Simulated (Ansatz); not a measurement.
Consider the ligand exchange at the Al–C bond: `[AlH2][CH]([AlH2])[GeH3]` + `C[SiH2]BN` → `C[SiH2]B[NH][AlH2]` + `[AlH2][CH2][GeH3]`.

Calculated with Ansatz (gas phase, PBE0-D4/def2-TZVP geometries, no zero-point term in ΔE). CCSD(T)/CBS adds triple-zeta CCSD(T) − MP2 to the extrapolated MP2 energy (def2 sets, frozen cores). DFT in def2-TZVPP. B3LYP here is the variant with VWN-RPA as its local correlation; programs differ in this. For Ge outer-core shells are correlated without core-valence functions, which leaves a few kJ/mol of doubt a bond. Scalar relativity is left out up to krypton. One conformer a species, not always the lowest.

Is it downhill or uphill in electronic energy at CCSD(T)/CBS, and by how much? (Best estimate.)

Computed: Downhill: ΔE = -35.8 kJ/mol.

What do these levels give: PBE-D4, B3LYP-D4, ωB97X-V, ωB97M-V, PBE0, B3LYP, CCSD/def2-TZVPP, CCSD(T)/def2-TZVPP, HF/def2-QZVPP, MP2/def2-QZVPP, SCS-MP2/def2-QZVPP, MP2/CBS(def2)? (An estimate is asked.)

Ansatz gave: PBE-D4 -31.1, B3LYP-D4 -42.2, ωB97X-V -38.3, ωB97M-V -37.2, PBE0 -32.1, B3LYP -42.5, CCSD/def2-TZVPP -39.3, CCSD(T)/def2-TZVPP -37.1, HF/def2-QZVPP -48.8, MP2/def2-QZVPP -36.4, SCS-MP2/def2-QZVPP -39.2, MP2/CBS(def2) -35.8 kJ/mol.

Largest T1 diagnostic among the species: 0.012.

In def2-TZVPP, CCSD(T) changes the Hartree–Fock value by +11.4 kJ/mol (the triples alone add +2.2 kJ/mol) and MP2 by +11.5 kJ/mol.
